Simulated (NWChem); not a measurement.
System: SiCl2, singlet; SMILES [Si](Cl)Cl

```xyz
3

Si     0.0000     0.0000     0.9323
Cl    -1.6066     0.0000    -0.3846
Cl     1.6066     0.0000    -0.3846
```
Atoms are numbered in this order, from 1.

Results from NWChem. Pople sets run with spherical d functions. Low-valent species are run as closed-shell singlets; no triplet was tried in these runs. The geometry was optimised at PBE0-D3(BJ)/def2-TZVP. Static field.

| level | isotropic polarisability (bohr³) | anisotropy (bohr³) |
|---|---|---|
| PBE/6-31+G* | 51.6 | 28.1 |
| B3LYP/6-31+G* | (withheld) | (withheld) |
| LC-BLYP (range parameter 0.33 per bohr)/6-31+G* | 49.4 | 25.1 |
| LDA (Slater exchange, VWN5)/6-31+G* | 51.9 | 28.4 |

What belongs in the gaps?


- B3LYP/6-31+G*, isotropic polarisability (bohr³): 50.2
- B3LYP/6-31+G*, anisotropy (bohr³): 26.4
